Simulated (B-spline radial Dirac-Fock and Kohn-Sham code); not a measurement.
**The Cu atom: differential elastic cross section for electrons at 2 keV**

Method: relativistic (Dirac) partial waves in the static field of the Dirac-Fock atom with Furness-McCarthy exchange, without polarisation or absorption potentials. Computed with a radial B-spline solver.

The run's input, task.json:

```json
{"items": [{
  "Z": 29,
  "q": 0,
  "cfg": [[1, 0, 2], [2, 0, 2], [2, 1, 6], [3, 0, 2], [3, 1, 6], [3, 2, 10], [4, 0, 1]],
  "A": 63,
  "rrms": 3.8823,
  "do": "elastic",
  "energies": [[2000, 0]],
  "theta": [0, 1, 2, 3, 5, 7, 10, 15, 20, 25, 30, 40, 50, 60, 70, 80, 90, 100, 110, 120, 130, 140, 150, 160, 170, 180]
}]}
```

Run with: `python xray2_run.py task.json out`

| θ (°) | dσ/dΩ (a₀²/sr) | Sherman function |
| --- | --- | --- |
| 0 | 63.4 | 0.000 |
| 1 | 59.7 | 0.000 |
| 2 | 50.6 | 0.000 |
| 3 | 39.9 | 0.000 |
| 5 | 23.0 | 0.000 |
| 7 | 13.6 | 0.000 |
| 10 | 6.76 | 0.000 |
| 15 | 2.47 | 0.000 |
| 20 | 1.07 | -0.001 |
| 25 | 0.564 | -0.001 |
| 30 | 0.349 | 0.000 |
| 40 | 0.170 | 0.004 |
| 50 | 0.0952 | 0.009 |
| 60 | 0.0592 | 0.012 |
| 70 | 0.0407 | 0.008 |
| 80 | 0.0309 | -0.002 |
| 90 | 0.0256 | -0.015 |
| 100 | 0.0231 | -0.027 |
| 110 | 0.0224 | -0.033 |
| 120 | 0.0227 | -0.034 |
| 130 | 0.0236 | -0.031 |
| 140 | 0.0249 | -0.026 |
| 150 | 0.0261 | -0.020 |
| 160 | 0.0272 | -0.013 |
| 170 | 0.0279 | -0.006 |
| 180 | 0.0281 | 0.000 |

The total elastic cross section is 3.36 a₀², the first transport cross section 0.452 a₀² and the second, weighted with (3/2) sin²θ, 0.682 a₀². The mean deflection is ⟨1 − cos θ⟩ = 0.134, and 4.5 % of the collisions scatter beyond 90°.

On this grid of angles the cross section has a minimum near 110°.
